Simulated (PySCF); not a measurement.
As2H6Si, SMILES [SiH2]([AsH2])[AsH2]. Coordinates come from a ωB97X-D3(BJ)/def2-SVP optimisation. The structure was generated by enumeration, and PubChem lists no compound with its InChIKey, so it may never have been made.

Computed equilibrium geometry at ωB97X-D3(BJ)/def2-SVP (PySCF confirms it by a frequency run) as Cartesian coordinates in Å, and its point group:
point group C2v.
```xyz
9

Si     0.0000     0.0000     1.0297
As     2.0022     0.0000    -0.2075
As    -2.0022     0.0000    -0.2075
H      0.0000    -1.2098     1.9040
H      0.0000     1.2098     1.9040
H      1.5098     1.1013    -1.1319
H      1.5098    -1.1013    -1.1319
H     -1.5098    -1.1013    -1.1319
H     -1.5098     1.1013    -1.1319
```
